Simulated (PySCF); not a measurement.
## Checking a proposed structure

A compound C6H9FN2Si gives the data below (simulated from a calculation) and was assigned the structure `C=CCn1nc(F)cc1[SiH3]`.

13C{1H} NMR (computed): δ 173.3 (C), 134.9 (C), 105.3 (CH), 35.6 (CH), 10.5 (CH2, 2C).

1H NMR (300 MHz, computed): δ 5.97 (m, 1H), 4.53 (s, 3H), 3.20 (m, 1H), 1.54 (m, 2H), 0.92 (m, 2H).

Theoretical values (PySCF): coordinates at the GFN2-xTB level, shieldings: GIAO PBE0/pcSseg-1. Rapidly exchanging positions averaged, a single conformation, non-relativistic, no solvent.

Scale: TMS for 1H (31.72 ppm), 13C (186.93 ppm) (reference shieldings calculated alike).

(1) Compare with the shifts computed for the proposed structure, pairing carbons in order of shift.

(2) Which isomer fits?

Results:

(1) Atom-mapped SMILES (the numbers label the heavy atoms): `[CH2:1]=[CH:2][CH2:3][n:4]1[n:5][c:6]([F:7])[cH:8][c:9]1[SiH3:10]`. Hydrogens are named by the atom that carries them.

```csv
atom,computed for proposal,given list,difference
C6,173.1,173.3,-0.2
C2,143.7,134.9,+8.8
C9,135.9,105.3,+30.6
C1,126.3,35.6,+90.7
C8,108.1,10.5,+97.6
C3,59.9,10.5,+49.4
```

The rms difference is 59.5 ppm and the largest +97.6 ppm at C8 (aromatic CH). The proposal also would give 6 carbon signals, not 5. The carbon types in order of shift don't match either: C, CH, C, CH2, CH, CH2 for the proposal against C, C, CH, CH, CH2, CH2 in the data. The proposal doesn't fit.

(2) `InChI=1S/C6H9FN2Si/c7-5-3-6(10)9(8-5)4-1-2-4/h3-4H,1-2H2,10H3`.

1. Carbon types of the structure: 2 × C, 2 × CH, 2 × CH2, leaving 3 H on heteroatoms.
2. δC 173.3: aromatic carbon bearing fluorine; the electronegative substituent deshields the carbon that carries it.
3. δC 134.9: substituted aromatic carbon next to a ring nitrogen.
4. δC 105.3: aromatic CH.
5. δC 35.6, 10.5: three-membered-ring carbon.

The shifts were computed for this structure.

Splittings by 19F in the carbon and heteronuclear signals aren't shown, as no couplings were computed. Shifts are as computed. Against solution values, carbons near 30 ppm lie about +3 ppm off and those near 130 ppm about +5 ppm. Of 1211 compounds with measured shifts, 218 miss one by over three times the rms of a fit or turn the order of signals round; such compounds aren't used in these exercises. No couplings were computed; multiplicities are counted from neighbouring protons, with m where these are inequivalent, close in shift, in a saturated or five-membered ring or joined by F or P, and br s for small geminal =CH2 splittings.
